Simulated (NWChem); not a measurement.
System meant: Si$_{2}$H$_{5}$SF; SMILES F[SiH2]S[SiH3]

NWChem input:

```
start job
memory heap 200 mb stack 900 mb global 1100 mb
geometry units angstroms noautosym nocenter noautoz
  Si     0.620806    -1.745982     0.049942
  S     -0.967366    -0.424179    -0.585679
  Si    -0.290687     1.392728     0.290596
  F      1.176083     1.789765    -0.284365
  H      1.771617    -1.697680    -0.894906
  H      1.077837    -1.354509     1.416468
  H      0.040375    -3.117472     0.068679
  H     -0.142928     1.271034     1.764747
  H     -1.268464     2.437141    -0.106460
end
basis spherical
  Si library def2-svp
  S library def2-svp
  F library def2-svp
  H library def2-svp
end
dft
  xc m06-2x
  iterations 150
end
property
  shielding
end
task dft property
```

End of the output:

```
 Vector   32  Occ=0.000000D+00  E= 6.856316D-02
              MO Center=  5.3D-02, -6.6D-01,  3.4D-01, r^2= 5.3D+00
   Bfn.  Coefficient  Atom+Function         Bfn.  Coefficient  Atom+Function
  ----- ------------  ---------------      ----- ------------  ---------------
    13      0.781061  1 Si pz                48      0.712178  3 Si py
    11     -0.700781  1 Si px                70      0.669565  5 H  s
    85      0.630411  8 H  s                 75     -0.589540  6 H  s
    80     -0.526075  7 H  s                 30      0.481398  2 S  py
    49     -0.393377  3 Si pz                90     -0.379546  9 H  s

 center of mass
 --------------
 x =   0.03613126 y =   0.13632547 z =  -0.20818277

 moments of inertia (a.u.)
 ------------------
         883.136133860397         -12.054814434921         -36.874802170813
         -12.054814434921         338.685227892715         -33.667070414377
         -36.874802170813         -33.667070414377        1082.114923996578

     Multipole analysis of the density
     ---------------------------------

     L   x y z        total         alpha         beta         nuclear
     -   - - -        -----         -----         ----         -------
     0   0 0 0     -0.000000    -29.000000    -29.000000     58.000000

     1   1 0 0     -0.060981     -1.170935     -1.170935      2.280888
     1   0 1 0     -0.196022     -1.906459     -1.906459      3.616896
     1   0 0 1      0.434693      4.860488      4.860488     -9.286282

     2   2 0 0    -36.838165    -89.717699    -89.717699    142.597233
     2   1 1 0     -2.971585      4.227274      4.227274    -11.426134
     2   1 0 1     -0.059657     -9.195754     -9.195754     18.331851
     2   0 2 0    -33.493954   -237.318805   -237.318805    441.143657
     2   0 1 1      0.685818     -8.959477     -8.959477     18.604773
     2   0 0 2    -35.711023    -41.729636    -41.729636     47.748249

          -----------------------------------------
          Chemical Shielding Tensors (GIAO, in ppm)
          -----------------------------------------

 ------------------------------------------------------------------------
  xm06: d2 not coded                    0
 ------------------------------------------------------------------------
 ------------------------------------------------------------------------
  current input line :
    27: task dft property
 ------------------------------------------------------------------------
 ------------------------------------------------------------------------
 This error has not yet been assigned to a category
 ------------------------------------------------------------------------
 For more information see the NWChem manual at https://nwchemgit.github.io

0: xm06: d2 not coded:Received an Error in Communication
```

Problem. What is wrong, and how is it mended?

Solution. The run crashed. Cause: this functional's second derivatives, which shieldings need, aren't coded here; the fix takes a hybrid GGA instead. This input runs:
```
start job
memory heap 200 mb stack 900 mb global 1100 mb
geometry units angstroms noautosym nocenter noautoz
  Si     0.620806    -1.745982     0.049942
  S     -0.967366    -0.424179    -0.585679
  Si    -0.290687     1.392728     0.290596
  F      1.176083     1.789765    -0.284365
  H      1.771617    -1.697680    -0.894906
  H      1.077837    -1.354509     1.416468
  H      0.040375    -3.117472     0.068679
  H     -0.142928     1.271034     1.764747
  H     -1.268464     2.437141    -0.106460
end
basis spherical
  Si library def2-svp
  S library def2-svp
  F library def2-svp
  H library def2-svp
end
dft
  xc pbe0
  iterations 150
end
property
  shielding
end
task dft property
```
It converges to -1079.25310 Ha (PBE0/def2-SVP, GIAO).
